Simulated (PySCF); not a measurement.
Gas-phase reaction: InH3 + 3 HCl = InCl3 + 6 H

Energies from PySCF (xtb for GFN2), thermal terms from the rigid-rotor harmonic-oscillator model, ideal gas at 1 bar. † marks an energy on the PBE0/def2-TZVP geometry and frequencies; other levels use their own. MP2 freezes the core. Open shells (unrestricted): H (multiplicity 2); the rest are closed-shell singlets. GFN2 has no spin-polarisation term. In: scalar-relativistic def2 core potential, no spin-orbit coupling. InH3: computed as isolated molecules; such fragments, hydroxides, amides, oligomers or adducts are transient or little studied in the gas. MP2 isn't extrapolated to the basis-set limit; its ΔH°(298 K) is 863.8 kJ in def2-SVP and 925.2 kJ in def2-TZVPP. The harmonic model lacks anharmonicity and excited electronic states, which grow with temperature; levels with a mode under 35 cm⁻¹ are left out. Soft modes under 120 cm⁻¹ make the harmonic entropy rough for InCl3.

| level | ΔE electronic, kJ | ΔH°(298 K), kJ | ΔS°(298 K), J/K | ΔG°(2000 K), kJ |
|---|---|---|---|---|
| GFN2-xTB | 1225 | 1168 | 248 | 563 |
| MP2/def2-SVP† | 934 | 864 | 240 | 269 |
| PBE0/def2-QZVP† | 1041 | 971 | 240 | 376 |
| PBE0/def2-SVP† | 1013 | 942 | 240 | 348 |
| PBE0/def2-TZVP | 1029 | 958 | 240 | 364 |
| LDA/def2-TZVP† | 1162 | 1091 | 240 | 497 |
| ωB97X-V/def2-TZVP† | 1060 | 990 | 240 | 395 |
ΔH° is lowest at MP2/def2-SVP† and highest at GFN2-xTB. No reference value is set beside these.
